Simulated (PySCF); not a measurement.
Complete the spectrum of ZnMe(NH2)

ZnMe(NH2), CH₅NZn (singlet state).
Bonds: Zn1–C2, Zn1–N6. Hydrogens: H3, H4, H5 on C2; H7, H8 on N6.

Computed, not measured: TDDFT PBE0/def2-SVPD, vertical, gas phase, core orbitals frozen in the response (PySCF 2.14.0, density-fitted response routines). Isolated species at its PBE0-D3(BJ)/def2-SVP geometry, gas phase.

Orbital energies (eV): HOMO-3 -10.64, HOMO-2 -9.97, HOMO-1 -8.08, HOMO -6.67, LUMO -0.08, LUMO+1 0.15, LUMO+2 0.56.

Lowest singlets, with some entries withheld (?).

| state | λ (nm) | f | main configurations (H = HOMO, L = LUMO) |
| --- | --- | --- | --- |
| S1 | 234.1 | ? | H→L (93%) |
| S2 | 228.8 | ? | H→L+1 (99%) |
| S3 | 198.6 | ? | H→L+2 (92%) |
| S4 | 184.2 | ? | H→L+3 (94%) |
| S5 | 178.6 | ? | H-1→L+1 (94%) |
| S6 | 176.7 | ? | H-1→L (86%) |
| S7 | 167.0 | ? | H-1→L+2 (92%) |
| S8 | 154.4 | ? | H→L+4 (81%), H→L+7 (17%) |
| S9 | 151.9 | ? | H-1→L+3 (92%) |
| S10 | 146.9 | ? | H→L+5 (77%), H-2→L (12%) |
| S11 | 144.2 | ? | H-2→L (79%), H→L+5 (11%) |
| S12 | 140.0 | ? | H-2→L+1 (95%) |
| S13 | 139.4 | ? | H→L+6 (95%) |
| S14 | 135.7 | ? | H→L+7 (78%), H→L+4 (16%) |
| S15 | 135.0 | ? | H→L+8 (60%), H-2→L+2 (26%) |

Problem. Fill in the withheld entries.

Solution. 
- S1: f = 0.071
- S2: f = 0.0019
- S3: f = 0.027
- S4: f = 0.019
- S5: f = 0.050
- S6: f = 0.251
- S7: f = 0.116
- S8: f = 0.0022
- S9: f = 0.012
- S10: f = 0.0039
- S11: f = 0.056
- S12: f = 0.079
- S13: f = 0.045
- S14: f = 0.0017
- S15: f = 0.122

Problem. What is the mean static polarisability from the same response equations?

Solution. 47.1 au (6.98 Å³), with principal values 39.0, 40.4 and 61.9 au.

Problem. Where do the lowest triplets lie (Tamm–Dancoff)?

Solution. T1 4.76 eV, H→L (93%); T2 5.34 eV, H→L+1 (99%); T3 5.48 eV, H→L+2 (94%); T4 6.16 eV, H-1→L (90%). E(S1) − E(T1) = +0.53 eV.

Problem. Which level carries the most intensity, and what share of the listed sum of f?

Solution. S6, with f = 0.251 of 0.857, 29%.
